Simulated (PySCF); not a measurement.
Be⁺ (beryllium, charge +1): PBE calculation

Configuration: [He] 2s1, 2S determinant. Computed with PySCF 2.14 in def2-TZVP, with the non-relativistic Hamiltonian (point nucleus).

```
Total energy                                     : -14.2977 hartree
One-electron energy                              : -17.6126 hartree
Hartree (Coulomb) energy                         : 5.8379 hartree
Exchange-correlation energy                      : -2.5230 hartree
Kinetic energy                                   : 14.23771 hartree
⟨S²⟩                                             : 0.7500
⟨L²⟩                                             : 0.000
Sum of ⟨r⟩                                       : 3.095 bohr
Sum of ⟨r²⟩                                      : 6.463 bohr²
Density at the nucleus (Gaussians lack the cusp) : 33.8 bohr⁻³
Spin density at the nucleus                      : 0.984 bohr⁻³
Langevin diamagnetic susceptibility              : -5.12 ×10⁻⁶ cm³/mol
Time after the integrals                         : 0.07 s of wall time on 1 thread of Neoverse-N1 (shared host)
```

| shell | electrons | mean orbital energy (eV) | rms radius, mean of both spins (bohr) |
| --- | --- | --- | --- |
| 1s α | 1 | -117.68 | 0.489 |
| 1s β | 1 | -117.16 | 0.489 |
| 2s α | 1 | -14.457 | 2.45 |
